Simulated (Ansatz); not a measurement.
Gas-phase electronic energies from Ansatz, PBE0-D4/def2-TZVP geometries. CCSD(T)/CBS adds triple-zeta CCSD(T) − MP2 to the extrapolated MP2 energy (def2 sets, frozen cores). DFT in def2-TZVPP. For Ge outer-core shells are correlated without core-valence functions, which leaves a few kJ/mol of doubt a bond. Scalar relativity is left out up to krypton. Each species was taken in one conformer, which may not be the lowest.

`BO[SiH3]` + `[OH][GeH]([F])[S][SiH3]` → `BO[SiH2]S[SiH3]` + `[OH][GeH2][F]`  (redistribution)

`BO[SiH3]`:

Cartesian coordinates in Å:
```
B 0.624 1.357 0.461
O -0.104 0.248 0.689
Si -0.507 -1.041 -0.273
H 1.120 1.539 -0.621
H 0.755 2.140 1.358
H 0.077 -0.870 -1.627
H -1.986 -1.105 -0.353
H 0.020 -2.269 0.366
```

`[OH][GeH]([F])[S][SiH3]`:

```xyz
10

O    -1.362    0.804   -0.653
Ge    0.339    1.108   -1.009
F     0.786    2.365    0.106
S     1.453   -0.729   -0.611
Si    0.173   -1.532    0.925
H    -1.763    1.534   -0.173
H     0.595    1.660   -2.412
H    -0.154   -0.496    1.933
H     0.995   -2.601    1.542
H    -1.062   -2.112    0.352
```

`BO[SiH2]S[SiH3]`:

Z-matrix (Å, degrees):
```
Si
O 1 1.649
S 1 2.124 2 113.8
H 1 1.481 2 106.5 3 -121.8
H 1 1.478 2 107.4 3 118.0
B 2 1.347 1 137.3 3 5.9
Si 3 2.143 1 97.2 2 -79.0
H 6 1.199 2 117.6 1 179.2
H 6 1.201 2 120.4 1 -0.8
H 7 1.482 3 107.0 1 154.7
H 7 1.485 3 110.1 1 35.1
H 7 1.484 3 110.6 1 -85.5
```

`[OH][GeH2][F]`:

Cartesian coordinates in Å:
```
O -0.580 1.248 0.049
Ge 0.079 -0.377 0.203
F -0.275 -1.230 -1.270
H -0.137 1.781 -0.616
H 1.610 -0.372 0.304
H -0.698 -1.049 1.331
```

| species | PBE0 energy (Eh) |
| --- | --- |
| `BO[SiH3]` | -392.43393 |
| `[OH][GeH]([F])[S][SiH3]` | -2942.28040 |
| `BO[SiH2]S[SiH3]` | -1081.14591 |
| `[OH][GeH2][F]` | -2253.57302 |

Problem. Work out ΔE.

Solution. ΔE = (-1081.14591) + (-2253.57302) − (-392.43393) − (-2942.28040) = -0.00460 Eh = -12.1 kJ/mol. CCSD(T)/CBS gives -11.6 kJ/mol.

Largest T1 diagnostic among the species: 0.013.

In def2-TZVPP, CCSD(T) changes the Hartree–Fock value by −4.1 kJ/mol (the triples alone add −0.3 kJ/mol) and MP2 by −5.5 kJ/mol.
